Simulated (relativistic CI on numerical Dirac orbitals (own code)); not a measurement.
Computed by Dirac-Coulomb-Breit CI, separate exchange-only KLI orbitals for each configuration, model QED (radiative potential, 1s self-energy scaled to tabulated hydrogen-like ionisation energies), unscaled Slater integrals (own radial code, finite nucleus).

The strongest absorption lines from the ground level of an ion, among the configurations computed and to levels below about 506 eV (vacuum wavelength in Å, gf): 45.694 (0.12), 48.329 (0.74), 48.440 (1.5), 48.672 (0.85), 49.581 (0.065), 63.073 (0.19), 63.762 (0.48), 64.427 (0.26).

**Question.** Which ion is it?
A. Ag XXXI
B. Pr XLIII
C. Sn XXXIV
D. I XXXVII

**Answer.** D. I XXXVII has 17 electrons and the ground level 3s2 3p5 2P°_3/2; the strongest line goes to 3s2 3p4 3d 2D_5/2. The pattern of lines fixes the number of electrons, and along that sequence the line energies rise steadily with the charge (about as its square where n changes within one kind of shell, about linearly where n is kept but much faster in heavy ions where fine structure, which grows about as Z⁴, sets the gap, and irregularly where shells cross), which fixes Z. Configurations outside the model, such as inner-shell arrays, can give stronger lines. At this charge energies of transitions that change n are usually good to better than 1 %, and those within a shell (Δn = 0) to a few per cent.

LS names give the leading component of a level, which can be under half, so a name can repeat, a term be missing and a line seem to break the LS rules.
